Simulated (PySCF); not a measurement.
This PySCF input asks for the NMR shieldings of SMILES C#CCNN=C1CCCC1, C₈H₁₂N₂; the geometry comes from GFN2-xTB.

```python
import basis_set_exchange as bse
import numpy as np
from pyscf import gto, dft
from pyscf.prop import nmr

atoms = """
C     4.995780   -0.250329   -0.513237
C     4.016201    0.111831    0.070546
C     2.809786    0.501225    0.774980
N     1.635792    0.115077    0.018547
N     0.514060    0.792559    0.338801
C    -0.639808    0.359198    0.054787
C    -1.031161   -0.964756   -0.567321
C    -2.544262   -0.853744   -0.764881
C    -2.993641    0.122415    0.323391
C    -1.874452    1.162225    0.351724
H     5.865597   -0.543097   -1.021035
H     2.773885    1.589668    0.880700
H     2.828227    0.054858    1.784917
H     1.556728   -0.883176   -0.166407
H    -0.501607   -1.145012   -1.505450
H    -0.784617   -1.781468    0.120580
H    -3.046956   -1.817868   -0.693803
H    -2.757059   -0.428725   -1.747412
H    -3.968832    0.559691    0.114106
H    -3.045737   -0.392433    1.284705
H    -2.023739    1.903782   -0.437918
H    -1.794596    1.693049    1.298830
"""
names = dict.fromkeys(["C", "N", "H"], "pcSseg-1")
basis = {el: gto.basis.parse(bse.get_basis(n, elements=[el], fmt="nwchem")) for el, n in names.items()}
mol = gto.M(atom=atoms, basis=basis, charge=0, verbose=0)
mf = dft.RKS(mol, xc="PBE0")
mf.grids.level = 2
mf.grids.alignment = dft.numint.BLKSIZE   # the property module wants whole blocks of grid points
mf.conv_tol = 1e-9
mf.kernel()

calc = nmr.RKS(mf)   # GIAO
C = mf.mo_coeff
Co = C[:, mf.mo_occ > 0]
resp = mf.gen_response(singlet=True, hermi=2)
def vind(x):   # induced exchange potential for any number of trial vectors
    d = np.einsum("pi,xij,qj->xpq", C, 2 * x.reshape(-1, C.shape[1], Co.shape[1]), Co, optimize=True)
    return np.einsum("xpq,pi,qj->xij", resp(d - d.transpose(0, 2, 1)), C, Co, optimize=True).ravel()
mo1, _ = nmr.rhf.solve_mo1(calc, with_cphf=vind)
sigma = calc.kernel(mo1)
for i, s in enumerate(sigma):   # ppm
    w = np.linalg.eigvalsh((s + s.T) / 2)
    print("%2d %-2s iso %8.1f  s11 %8.1f  s22 %8.1f  s33 %8.1f" % (i, mol.atom_pure_symbol(i), w.mean(), *w))
```

Question: What does it print?

Answer: 
```
 0 C  iso    108.3  s11     35.0  s22     42.7  s33    247.2
 1 C  iso    101.3  s11      2.3  s22      4.9  s33    296.7
 2 C  iso    142.8  s11    121.7  s22    133.8  s33    172.9
 3 N  iso    132.7  s11     68.4  s22    118.1  s33    211.6
 4 N  iso    -96.2  s11   -363.9  s22    -87.7  s33    163.1
 5 C  iso     39.1  s11    -40.7  s22     63.4  s33     94.6
 6 C  iso    160.3  s11    154.3  s22    158.3  s33    168.3
 7 C  iso    157.9  s11    135.7  s22    165.6  s33    172.5
 8 C  iso    158.4  s11    140.8  s22    165.1  s33    169.2
 9 C  iso    149.2  s11    126.7  s22    153.6  s33    167.3
10 H  iso     30.1  s11     25.0  s22     25.2  s33     39.9
11 H  iso     27.4  s11     23.1  s22     27.7  s33     31.3
12 H  iso     27.5  s11     22.3  s22     27.4  s33     32.6
13 H  iso     27.6  s11     20.7  s22     29.4  s33     32.8
14 H  iso     29.6  s11     24.4  s22     29.5  s33     35.0
15 H  iso     29.8  s11     24.8  s22     29.0  s33     35.7
16 H  iso     29.7  s11     24.8  s22     27.4  s33     36.7
17 H  iso     30.0  s11     25.2  s22     28.2  s33     36.6
18 H  iso     29.9  s11     25.4  s22     27.2  s33     37.1
19 H  iso     30.2  s11     25.9  s22     28.1  s33     36.7
20 H  iso     29.3  s11     24.8  s22     28.0  s33     35.0
21 H  iso     29.3  s11     24.9  s22     28.0  s33     34.8
```

These numbers come from an equivalent density-fitted implementation of the same equations, which agrees with the script to about 0.01 ppm for H and up to a few tenths of a ppm for heavy atoms, so last digits may differ.

Question: Turn these shieldings into chemical shifts. Scale: $^{13}$C (186.93 ppm) and $^{1}$H (31.72 ppm) against TMS; $^{15}$N (267.73 ppm) vs NH3 (reference shieldings calculated alike).

Answer: Averaging equivalent atoms: C 5: 147.8; C 1: 85.6; C 0: 78.6; C 2: 44.1; C 9: 37.7; C 7: 29.0; C 8: 28.6; C 6: 26.6; N 4: 363.9; N 3: 135.0; H 11/12: 4.30; H 13: 4.08; H 20/21: 2.45; H 14/15: 1.99; H 16/17: 1.90; H 10: 1.67; H 18/19: 1.66 ppm. Experimental scales use liquid or dissolved standards, which lie at an offset from isolated NH3 (liquid NH3: subtract about 20 ppm). Unscaled 15N shifts of sp2 nitrogen come out 20 to 40 ppm too high even then.

Size and cost of the density-fitted run: 230 basis functions, 46 s wall time on 1 thread of an Arm Neoverse V1, shared host; peak memory 1.1 GiB.
